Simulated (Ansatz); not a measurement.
Z-matrix (Å, degrees):
```
C
H 1 1.0930
H 1 1.0943 2 107.80
Si 1 1.8680 2 109.96 3 118.24
H 4 1.4860 1 112.05 2 -160.14
Si 1 1.8803 2 109.17 3 -118.76
H 6 1.4846 1 109.23 2 -53.78
H 6 1.4861 7 109.19 1 120.17
H 6 1.4901 7 109.08 8 118.52
Si 4 2.1576 5 117.49 1 150.92
H 10 1.4832 4 117.74 5 34.91
H 10 1.4844 11 112.94 4 -144.45
```
Charge 0, multiplicity 1.

Level of theory: Ansatz (a program for electronic structure) with frozen-core CCSD(T)/cc-pVTZ // PBE0-D3(BJ)/def2-TZVP. The restricted HF reference is unstable towards unrestricted orbitals.

```yaml
HF energy: -909.30985 Ha
MP2 correlation energy: -0.54764 Ha
```

### Question
Estimate the CCSD correlation energy, the (T) correction, the total energy and the T1 diagnostic.

### Answer

```yaml
CCSD correlation energy: -0.61453 Ha
"(T) correction": -0.02701 Ha
CCSD(T) total energy: -909.95139 Ha
T1 diagnostic: 0.015
```
